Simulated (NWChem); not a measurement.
System meant: ZnHSBr; SMILES [SH][Zn][Br]

Input file for NWChem:

```
start job
memory heap 200 mb stack 900 mb global 1100 mb
geometry units angstroms noautoz
  Zn     0.099534     0.585529     0.000307
  Br    -0.146578    -1.638493    -0.000681
  S      0.354271     2.742008     0.001317
  H     -0.981528     2.956835    -0.009297
end
basis spherical
  * library def2-svp
end
dft
  odft
  mult 2
  xc b3lyp
  iterations 150
  mulliken
end
task dft energy
```

End of the output:

```
                                 NWChem DFT Module
                                 -----------------

 Summary of "ao basis" -> "ao basis" (spherical)
 ------------------------------------------------------------------------------
       Tag                 Description            Shells   Functions and Types
 ---------------- ------------------------------  ------  ---------------------
 Zn                         def2-svp                11       31   5s3p2d1f
 Br                         def2-svp                12       32   5s4p3d
 S                          def2-svp                 8       18   4s3p1d
 H                          def2-svp                 3        5   2s1p

 Summary of "ao basis" -> "ao basis" (spherical)
 ------------------------------------------------------------------------------
       Tag                 Description            Shells   Functions and Types
 ---------------- ------------------------------  ------  ---------------------
 Zn                         def2-svp                11       31   5s3p2d1f
 Br                         def2-svp                12       32   5s4p3d
 S                          def2-svp                 8       18   4s3p1d
 H                          def2-svp                 3        5   2s1p

      Symmetry analysis of basis
      --------------------------

        a'         60
        a"         26

  number of electrons :                   82
  multiplicity        :                    2
 ------------------------------------------------------------------------
  no. of electrons and multiplicity not compatible                  82
 ------------------------------------------------------------------------
 ------------------------------------------------------------------------
  current input line :
    19: task dft energy
 ------------------------------------------------------------------------
 ------------------------------------------------------------------------
 There is an error in the input file
 ------------------------------------------------------------------------
 For more information see the NWChem manual at https://nwchemgit.github.io

0: no. of electrons and multiplicity not compatible:Received an Error in Communication
```

Task: Find the fault in this run and fix the input.

Result: The input was rejected before any calculation. Cause: the multiplicity doesn't fit the number of electrons (an even count wants an odd multiplicity, and the reverse). This input runs:
```
start job
memory heap 200 mb stack 900 mb global 1100 mb
geometry units angstroms noautoz
  Zn     0.099534     0.585529     0.000307
  Br    -0.146578    -1.638493    -0.000681
  S      0.354271     2.742008     0.001317
  H     -0.981528     2.956835    -0.009297
end
basis spherical
  Zn library def2-svp
  Br library def2-svp
  S library def2-svp
  H library def2-svp
end
dft
  xc b3lyp
  iterations 150
  mulliken
end
task dft energy
```
It converges to -4751.83251 Ha (B3LYP/def2-SVP).
